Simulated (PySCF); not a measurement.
How methods differ on the excitation energy of K

K [Ar] 4s1 (2S) → K [Ar] 4p1 (2P), as a difference of total energies. Calculation: PySCF 2.14, in x2c-TZVPPall with one added diffuse shell each of s, p, d type (7s5p4d, 42 functions); scalar relativity by spin-free X2C-1e. Correlated levels: valence and next inner shell: [Ne] frozen. The calculations carry no spin-orbit coupling.

| method | excitation energy (eV) |
| --- | --- |
| UHF | 1.499 |
| LDA | 1.577 |
| PBE | 1.437 |
| PBE0 | 1.459 |
| r2SCAN | 1.420 |
| HSE06 | 1.451 |
| TPSS | 1.343 |
| BP86 | 1.439 |
| M06-2X | 1.550 |
| MP2 (valence and next inner shell) | 1.639 |
| SCS-MP2 (valence and next inner shell) | 1.608 |

Q: How much does correlation contribute at MP2 (valence and next inner shell)?

A: 1.639 − (1.499) = 0.140 eV, measured against UHF.

Errors of the correlated levels include the incompleteness of this basis and the frozen core.

For comparison: 1.615 eV (measured; NIST levels, between the centres of gravity of the two terms).
